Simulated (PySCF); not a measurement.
B3LYP has the VWN-RPA correlation part, as in Gaussian. Delta-SCF ions had no search for a lower state. Excitations are Tamm–Dancoff values on a coarser integration grid. The basis has no diffuse functions, so Rydberg states are missing or too high.

C2H8BN, SMILES `CB(C)N` (charge 0, multiplicity 1)

Method: B3LYP-D3(BJ)/def2-TZVP (PySCF).

```json
{
 "HOMO": "-7.83 eV",
 "dipole_moment": "1.28 D",
 "HOMO–LUMO gap": "8.33 eV",
 "LUMO": "0.50 eV",
 "S1 excitation (TDA)": "7.24 eV",
 "S1 oscillator strength": "0.021",
 "brightest of the four lowest singlets (TDA)": "7.78 eV",
 "T1 excitation (TDA)": "6.57 eV",
 "S1–T1 gap (TDA)": "0.67 eV",
 "vertical ionisation energy (Delta-SCF)": "10.44 eV",
 "total_energy": "-160.7841 Ha",
 "cost": "about 2.5 core-minutes (a rough figure)"
}
```

```xyz
12

C      1.4563    -0.2406    -0.2400
B     -0.0442     0.1846     0.0159
C     -1.1823    -0.9049     0.1399
N     -0.3687     1.5416     0.1349
H      1.8100    -0.9070     0.5534
H      2.1538     0.5984    -0.3036
H      1.5418    -0.8144    -1.1685
H     -1.2301    -1.5189    -0.7653
H     -2.1793    -0.4919     0.3133
H     -0.9641    -1.5996     0.9575
H     -1.3054     1.8728     0.2973
H      0.3121     2.2799     0.0652
```
